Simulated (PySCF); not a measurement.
Isomers of C7H9ClNP, from PBE0-D3(BJ)/def2-SVP geometry optimisation, gas phase in PySCF. One conformer each, no zero-point energy, no frequencies.

Problem. Which is lower in electronic energy at this level?
A. `[CH3:1][CH:2]([CH3:3])[c:4]1[cH:5][n:6][c:7]([Cl:8])[cH:9][p:10]1` with C1–C2–C4–C5 61°: A = 2254, B = 523.2, C = 467.6 MHz, dipole 2.74 D
B. `CN(C)c1ccpc(Cl)c1`: A = 1614, B = 658.1, C = 470.3 MHz, dipole 5.44 D

Solution. A. That is `CC(C)c1cnc(Cl)cp1`, 5.6 kcal/mol below the other.

```
           SMILES                                                      mapped SMILES       E (Eh)  relative (kcal/mol)  relative (kJ/mol)  dipole (D)
CC(C)c1cnc(Cl)cp1  [CH3:1][CH:2]([CH3:3])[c:4]1[cH:5][n:6][c:7]([Cl:8])[cH:9][p:10]1  -1127.32602                  0.0                0.0        2.74
CN(C)c1ccpc(Cl)c1  [CH3:1][N:2]([CH3:3])[c:4]1[cH:5][cH:6][p:7][c:8]([Cl:9])[cH:10]1  -1127.31718                  5.6               23.2        5.44
```
